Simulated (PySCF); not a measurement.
CH5N2, SMILES NC=[NH2+], charge +1.

The structure is a stationary point at PBE0-D3(BJ)/def2-TZVP. Other conformers were not sampled.

Two levels are set side by side: TDDFT-PBE/def2-SVPD (PySCF) and TDDFT-M06-2X/def2-SVPD (PySCF). Vertical, same geometry. The lowest singlet is HOMO→LUMO 97 % with PBE and HOMO→LUMO 98 % with the other functional; states are paired by order. Differences are taken from unrounded values.

```
quantity                               TDDFT-PBE
-------------------------------------  ---------
lowest singlet excitation (eV)              7.49
lowest triplet excitation (TDA) (eV)        5.08
first bright state (f over 0.05) (eV)       7.49
its oscillator strength                     0.32
```

### Question
These are the TDDFT-PBE values. What does TDDFT-M06-2X give? (Estimate from the structure and the level; the computed values follow.)

### Answer

| quantity | TDDFT-M06-2X | TDDFT-PBE minus TDDFT-M06-2X |
|---|---|---|
| lowest singlet excitation (eV) | 7.61 | -0.12 |
| lowest triplet excitation (TDA) (eV) | 5.28 | -0.20 |
| first bright state (f over 0.05) (eV) | 7.61 | -0.12 |
| its oscillator strength | 0.34 | -0.02 |

Rough cost on one machine, each run with all the roots and properties that it gave: TDDFT-M06-2X against TDDFT-PBE about 10 times.
